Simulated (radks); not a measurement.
Results of a calculation; reference values are marked as such.
Species: La16+. Configuration: [Kr] 4d5. Code: a radial shooting solver on a logarithmic mesh with Libxc functionals. Model: scalar-relativistic Kohn-Sham, PBE, spin-polarised, spherical densities, finite nucleus; open shells are filled with parallel spins first (spin-orbit coupling, left out, can overturn this in heavy ions); Fermi nuclear charge, rms radius 4.855 fm.

Radial electron density D(r) = 4 pi r^2 rho(r):

r (bohr),D(r) (e/bohr),spin D(r)
0.001005,2.608,-0.0000757
0.001287,3.965,-0.000115
0.00165,5.973,-0.000173
0.002114,8.891,-0.000256
0.002709,13.04,-0.000374
0.003472,18.76,-0.000535
0.004449,26.34,-0.000745
0.005701,35.84,-0.00100
0.007306,46.87,-0.00129
0.009437,58.66,-0.00158
0.01209,68.44,-0.00177
0.0155,74.14,-0.00167
0.01986,74.13,-0.000713
0.02545,69.59,0.00315
0.03261,65.70,0.0169
0.04179,69.36,0.0613
0.05355,82.43,0.189
0.06862,95.76,0.502
0.08864,94.77,1.16
0.1136,79.29,2.15
0.1456,70.00,3.06
0.1865,78.47,2.97
0.239,81.63,1.39
0.3063,58.37,-0.0387
0.3925,31.84,1.81
0.503,27.15,6.76
0.6446,27.29,9.37
0.8327,15.59,6.35
1.067,4.428,2.16
1.367,0.5693,0.338
1.752,0.02830,0.0204
2.245,0.0004313,0.000362

D(r) has 4 maxima, at r = 0.0175, 0.0774, 0.221, 0.581 bohr, and minima at 0.0337, 0.144, 0.468 bohr, inside which lie 1.96, 11.12, 29.17 electrons.
